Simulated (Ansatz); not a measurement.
This geometry of ClGeH3O + H2S (9 atoms, charge 0, multiplicity 1) is a first-order saddle point.

Computed with RKS BHLYP/def2-SVP (Ansatz).

```xyz
9
Properties=species:S:1:pos:R:3
Ge 0.036 -0.169 -0.060
O -0.047 -0.230 1.871
H -0.842 0.013 2.354
H 1.419 0.137 -0.601
H -0.817 1.113 -0.075
Cl -1.272 -1.461 -1.206
S 1.233 -2.421 0.991
H 0.169 -3.209 0.781
H 0.409 -1.244 1.964
```

Task: Which two structures does it join? (They come from a converged band through this point; their orientation in space is the band's.)

Result: Bonds broken: Ge1–O2, S7–H9. Bonds formed: Ge1–S7, O2–H9. ClGeH3O + H2S becomes ClGeH3S + H2O.

Initial state:

```xyz
9
Properties=species:S:1:pos:R:3
Ge -0.214 0.264 -0.050
O -0.200 0.033 1.699
H -1.041 0.156 2.135
H 1.219 0.092 -0.510
H -0.883 1.586 -0.412
Cl -1.435 -1.295 -0.922
S 1.507 -3.031 1.390
H 0.399 -3.293 0.682
H 0.936 -1.984 2.007
```

Final state:

```xyz
9
Properties=species:S:1:pos:R:3
Ge -0.059 -0.671 -0.363
O 0.471 0.223 2.377
H -0.265 0.477 2.931
H 1.052 0.357 -0.422
H -1.385 -0.232 0.238
Cl -0.545 -1.197 -2.420
S 0.747 -2.505 0.622
H -0.370 -3.229 0.457
H 0.642 -0.694 2.597
```

Task: How far does it lie above each of them?

Result: 1.38 eV above the first and 1.52 eV above the second. This is the barrier of this one path; another mechanism may lie lower. The orbitals stay closed-shell, which can raise the energy where a bond breaks towards radicals; this wasn't checked here.

Run time: 5.7 min on 2 threads of Arm Neoverse V2 (shared host), peak memory 0.28 GiB.
